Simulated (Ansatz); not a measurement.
AlPH₃Cl₃⁺, that is Al(PH3)Cl3 with one electron fewer. Total charge 1; doublet. Geometry PBE-D4/def2-SVP, that of the neutral singlet.

```
atom    x (Å)    y (Å)    z (Å)
 Al1  -0.1397  -1.0899   0.8204
  P2   0.1129   0.8890  -0.6655
  H3  -1.0725   1.5425  -1.1176
  H4   0.7793   0.7016  -1.9135
  H5   0.8375   2.0135  -0.1684
 Cl6  -1.3240  -2.3040  -0.4602
 Cl7  -1.1060  -0.1564   2.4663
 Cl8   1.9126  -1.5963   1.0386
```

B3LYP takes the VWN-RPA correlation. At PBE-D4/def2-TZVP the gap within one spin of the charge 1 doublet nearly closes, so an electron or hole may be smeared out by delocalisation error.

Problem. Estimate the α-spin orbital energies around the gap (eV) in Ansatz with PBE-D4/def2-TZVP, B3LYP-D4/def2-TZVP, PBE0-D4/def2-TZVP.

Solution. 
```
orbital  PBE-D4/def2-TZVP  B3LYP-D4/def2-TZVP  PBE0-D4/def2-TZVP
 HOMO−5            -13.63              -14.90             -15.20
 HOMO−4            -13.63              -14.90             -15.20
 HOMO−3            -13.17              -14.43             -14.72
 HOMO−2            -13.14              -14.36             -14.65
 HOMO−1            -13.14              -14.36             -14.65
   HOMO            -12.75              -13.82             -14.09
   LUMO             -6.22               -5.41              -5.27
 LUMO+1             -6.22               -5.40              -5.27
 LUMO+2             -5.98               -5.32              -5.05
 LUMO+3             -5.11               -4.43              -4.21
 LUMO+4             -4.56               -3.85              -3.63
 LUMO+5             -3.89               -3.13              -2.96
 β HOMO            -12.62              -13.66             -13.90
 β LUMO            -12.60              -12.46             -12.39
```
